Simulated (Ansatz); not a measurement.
```yaml
crystal:
  periodic: [false, false, false]
  atoms:
    - {symbol: N, position_ang: [-0.763684, -0.174927, 0.802421]}
    - {symbol: In, position_ang: [0.816570, 0.159597, -0.730961]}
    - {symbol: Cl, position_ang: [2.452517, -1.262319, 0.087712]}
    - {symbol: Cl, position_ang: [-0.377749, -0.463799, -2.636065]}
    - {symbol: Cl, position_ang: [1.127313, 2.466024, -0.492304]}
    - {symbol: H, position_ang: [-1.025766, 0.630662, 1.227503]}
    - {symbol: H, position_ang: [-0.444112, -0.884522, 1.417625]}
    - {symbol: H, position_ang: [-1.639635, -0.565933, 0.349543]}
basis:
  gaussian: {orbitals: x2c-TZVPPall}
total_charge: 1
magnetization: {spin_polarized: true, initial_magnetization: 1}
hamiltonian: {xc: {name: RPBE}}
output: {forces: true}
```

```sh
$ ansatz run in.yaml --threads 4 --pin off --events-out ev --progress --plain --max-ram 10444MiB
```

Shortened log:

```
Functional definition: RPBE
1776 factors; their error is unknown
mean field evaluation 1: about -199233.6053 eV, gradient 6.0e1 eV
mean field evaluation 2: about -199195.1181 eV, gradient 9.7e1 eV
mean field evaluation 4: about -199241.1588 eV, gradient 2.7e1 eV
mean field evaluation 8: about -199245.1953 eV, gradient 1.4e1 eV
mean field evaluation 16: about -199247.0115 eV, gradient 6.8e-2 eV
mean field evaluation 64: about -199246.8872 eV, gradient 2.3e-1 eV
mean field evaluation 96: about -199246.8721 eV, gradient 6.3e-1 eV
mean field -199246.99532645 eV, -7322.1920237830 hartree, gradient 1.3e-6 eV, S^2 0.751770; 10 other end points of the search recorded, 0 dependent functions left out
reference -199246.99536730 eV, -7322.1920252842 hartree; 55, 54 occupied and 204, 205 virtual orbitals, 1776 factors
Total energy: -199246.99536730 eV, -7322.1920252842 hartree
Relativity: scalar
Atom 0 at    -0.763684    -0.174927     0.802421 Å, force    -0.986680    -3.128441    -3.424199 eV/Å
Atom 1 at     0.816570     0.159597    -0.730961 Å, force    -0.106384     0.112663     0.011142 eV/Å
Atom 2 at     2.452517    -1.262319     0.087712 Å, force     0.773816    -0.564478     0.235693 eV/Å
Atom 3 at    -0.377749    -0.463799    -2.636065 Å, force    -0.331556    -0.204446    -0.821810 eV/Å
Atom 4 at     1.127313     2.466024    -0.492304 Å, force     0.202564     0.812764    -0.019242 eV/Å
Atom 5 at    -1.025766     0.630662     1.227503 Å, force    -0.934959     3.239717     2.229730 eV/Å
Atom 6 at    -0.444112    -0.884522     1.417625 Å, force     0.363634    -0.721238     1.322832 eV/Å
Atom 7 at    -1.639635    -0.565933     0.349543 Å, force     1.019565     0.453458     0.465853 eV/Å
Dipole moment:    -0.780421    -0.181523     0.723870 e Å
```

Hardware: 4 threads of an Intel Xeon on a shared host. Wall time 3.9 min, peak host memory 1.1 GiB.
